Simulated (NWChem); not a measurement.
Molecule: ZnHOF; SMILES [F][Zn][OH]

```xyz
4

Zn     0.0061    -0.0138     0.0000
F     -0.0256    -1.7488     0.0000
O     -0.0896     1.7453     0.0000
H      0.7636     2.1907     0.0000
```
Atoms are numbered in this order, from 1.

Program: NWChem. All runs use the structure optimised with PBE0/def2-SVP. Ions are spin-unrestricted doublets at the neutral geometry; other ion states weren't tried.

Q: What does the run give for PBE/def2-SVP? Quantities: vertical ionisation energy, ΔSCF (eV); −ε(HOMO) (eV).

A: 
| Quantity | Value |
|---|---|
| vertical ionisation energy, ΔSCF (eV) | 10.64 |
| −ε(HOMO) (eV) | 6.31 |
